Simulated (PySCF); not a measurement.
Species: C₄H₅B₂Br.
Numbering: `[Br:1][B:2]1[CH:3]=[CH:4][BH:5][CH:6]=[CH:7]1` (hydrogens: H8 on C3; H9 on C4; H10 on B5; H11 on C6; H12 on C7)

Geometry (PBE0-D3(BJ)/def2-SVP, Å), atoms numbered from 1 in this order:
```
atom  x, y, z in Å
Br1    0.114    4.877    0.395
B2     0.151    2.964    0.366
C3    -1.196    2.177    0.355
C4    -1.162    0.825    0.411
B5     0.209    0.073    0.520
C6     1.549    0.880    0.417
C7     1.528    2.232    0.359
H8    -2.154    2.711    0.313
H9    -2.106    0.266    0.413
H10    0.233   -1.122    0.709
H11    2.516    0.359    0.423
H12    2.464    2.803    0.318
```

Level of theory: core-valence-separated Tamm–Dancoff BHandHLYP/aug-pcX-1 (pcseg-1 on H, def2-SVPD on Br) in PySCF, non-relativistic, gas phase, PBE0-D3(BJ)/def2-SVP geometry. The energies are unshifted.

The lowest roots of each edge with f over 0.003 (five at most, numbered afresh; weaker and dark ones are left out), with transition dipoles (au) in the frame of the coordinates:

```tsv
root	edge	E (eV)	μx	μy	μz
1	C	280.78	0.0003	-0.0044	-0.1075
2	C	280.85	0.0017	0.0013	0.0402
3	C	280.85	0.0009	-0.0028	-0.0995
4	C	284.29	-0.0042	-0.0032	-0.0473
5	C	284.29	-0.0030	0.0048	0.0742
6	B	184.83	0.0007	-0.0200	-0.1210
7	B	186.14	-0.0001	-0.0022	0.1234
8	B	189.93	0.0004	-0.0128	-0.0637
9	B	190.96	-0.0003	0.0223	-0.0696
10	B	190.96	0.0009	-0.0469	0.0072
```

What are the oscillator strengths?

f = (2/3) ΔE |μ|², with ΔE in hartree (27.2114 eV):

| root | ΔE (Eh) | \|μ\|² (au) | f | core hole on |
| --- | --- | --- | --- | --- |
| 1 | 10.3184 | 0.011576 | 0.080 | C4/C6 |
| 2 | 10.3211 | 0.001621 | 0.011 | C3/C7 |
| 3 | 10.3212 | 0.009909 | 0.068 | C3/C7 |
| 4 | 10.4475 | 0.002265 | 0.016 | C4/C6 |
| 5 | 10.4476 | 0.005538 | 0.039 | C4/C6 |
| 6 | 6.7925 | 0.015041 | 0.068 | B5 |
| 7 | 6.8405 | 0.015232 | 0.069 | B2 |
| 8 | 6.9798 | 0.004222 | 0.020 | B5 |
| 9 | 7.0176 | 0.005342 | 0.025 | B2 |
| 10 | 7.0178 | 0.002252 | 0.011 | B5 |

Molecules are fixed in this frame and the field points along y. What effective strengths 3 f cos²θ do the roots have (θ between field and μ)?

root 1 (C4/C6): 0.000, root 2 (C3/C7): 0.000, root 3 (C3/C7): 0.000, root 4 (C4/C6): 0.000, root 5 (C4/C6): 0.000, root 6 (B5): 0.005, root 7 (B2): 0.000, root 8 (B5): 0.002, root 9 (B2): 0.007, root 10 (B5): 0.031. Root 10 is the strongest. Averaged over all orientations cos²θ is 1/3, which gives f back. For degenerate partners only the sum has meaning, as the program may mix them freely.

 The BHandHLYP/aug-pcX-1 (pcseg-1 on H, def2-SVPD on Br) calculation is non-relativistic and has no spin–orbit coupling, an omission that weighs most on bromine.
